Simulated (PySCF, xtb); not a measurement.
C4H3N2, SMILES [c]1cnccn1, multiplicity 2.

The structure is a stationary point at r2SCAN-D4/def2-SVP. The isomer is the one that the SMILES or the coordinates give; other isomers of the formula were not compared.

Calculation: PySCF with IEF-PCM-ωB97X/def2-SVP.

The values are the electrostatic part of the solvation free energy, E(continuum) − E(gas) at the gas-phase geometry, in a cavity of scaled van der Waals radii (PySCF's table); cavitation and dispersion terms are not included. The dipole moment in vacuum is 1.27 D.

Estimate the values in water (ε = 78.36), acetone (ε = 20.49), diethylether (ε = 4.24). (Estimate from the structure and the level; the computed values follow.)


```csv
solvent,ε,ΔG(elec) (kcal/mol),dipole (D)
water,78.36,-4.3,1.71
acetone,20.49,-4.1,1.68
diethylether,4.24,-2.9,1.56
```

For comparison, GFN2-xTB/ALPB(water) (xtb, at the GFN2-xTB geometry, all terms of that model) gives -4.1 kcal/mol.
